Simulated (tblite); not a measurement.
Compound: C7H6ClS (doublet state).
Geometry (GFN2-xTB, Å), atoms numbered from 1 in this order:
```xyz
15
C7H6ClS angstrom
C     -2.058   -0.176    0.739
C     -1.880    0.033   -0.722
Cl    -3.346    0.109   -1.641
C     -0.699    0.162   -1.338
C      0.537    0.106   -0.618
C      0.769   -0.069    0.694
C      2.097   -0.081    1.122
C      2.937    0.096    0.062
S      2.102    0.275   -1.438
H     -2.628    0.638    1.183
H     -1.048   -0.208    1.196
H     -2.575   -1.113    0.939
H     -0.643    0.313   -2.405
H      2.421   -0.212    2.138
H      4.009    0.133    0.067
```

Computed with GFN2-xTB (tblite): harmonic, unscaled wavenumbers at the GFN2-xTB geometry, gas phase. Errors from tens to a few hundred cm⁻¹ against measured bands are possible. One conformer, not necessarily the lowest. Open shells enter through the occupations alone, without spin polarisation, and single modes of such species can be off by tens of per cent.

Harmonic wavenumbers (cm⁻¹): 79.2, 89.7, 99.9, 156.5, 243.3, 267.3, 297.3, 360.7, 407.2, 461.8, 517.6, 543.8, 682.1, 701.1, 703.7, 785.7, 820.1, 835.9, 844.2, 974.9, 1025.4, 1034.3, 1065.3, 1101.5, 1163.7, 1285.3, 1334.7, 1375.0, 1414.2, 1420.5, 1435.5, 1559.0, 1635.4, 2671.6, 3009.7, 3020.3, 3102.6, 3138.0, 3150.5.

A = 3296, B = 592.7, C = 504.0 MHz; mass 156.988 u (most abundant isotopes); point group Cs, symmetry number 1; spin multiplicity 2.

Zero-point energy?

Half the sum of the wavenumbers: 22407 cm⁻¹ = 268.05 kJ/mol.

Entropy at 298.15 K, 1 bar (ideal gas, RRHO, classical rotation)?

Translation 171.91, rotation 126.23, vibration 103.46, spin (R ln 2) 5.76: S = 407.4 J/(mol K).

And Cp and H(298.15 K) − H(0)?

Cp = 147.72 J/(mol K), of which vibrations give 114.46 (their classical limit is 39 R = 324.3); H(298.15 K) − H(0) = 26.88 kJ/mol without the zero-point energy, 16.96 from vibrations.

Which modes carry the vibrational entropy at 298.15 K?

79.2 cm⁻¹: 16.36; 89.7 cm⁻¹: 15.34; 99.9 cm⁻¹: 14.46; 156.5 cm⁻¹: 10.84; 243.3 cm⁻¹: 7.44; 267.3 cm⁻¹: 6.75 J/(mol K); the other 33 give 32.26 together.

Blend soft modes into free rotors: weight 1/[1 + (100 cm⁻¹/ν̃)⁴] for the oscillator and the rest for a rotor with moment μB/(μ + B), μ = h/(8π²ν), B = 10⁻⁴⁴ kg m². What vibrational entropy results?

97.93 J/(mol K) in place of 103.46, which changes −T·S at 298.15 K by +1.65 kJ/mol.

How do the functions run with temperature in this model?

| T (K) | S (J/(mol K)) | Cp (J/(mol K)) | H − H(0) (kJ/mol) | G − H(0) (kJ/mol) | ln q(vib) |
| --- | --- | --- | --- | --- | --- |
| 150 | 327.2 | 91.5 | 9.12 | -39.96 | 2.24 |
| 250 | 383.0 | 129.8 | 20.19 | -75.55 | 4.50 |
| 400 | 455.7 | 181.9 | 43.71 | -138.56 | 7.94 |
| 600 | 539.5 | 231.1 | 85.39 | -238.32 | 12.42 |
| 900 | 642.4 | 274.9 | 161.93 | -416.19 | 18.65 |

q(vib) and H(0) count from the zero-point level.

What must be added to the electronic energy to get the Gibbs energy at 298.15 K and 1 bar?

ZPE + [H(298.15 K) − H(0)] − T·S = 268.05 + 26.88 − 121.45 = 173.48 kJ/mol.

Hindered rotation and anharmonicity are outside this model. Other conformers, if any are populated, would add a mixing term that is left out.
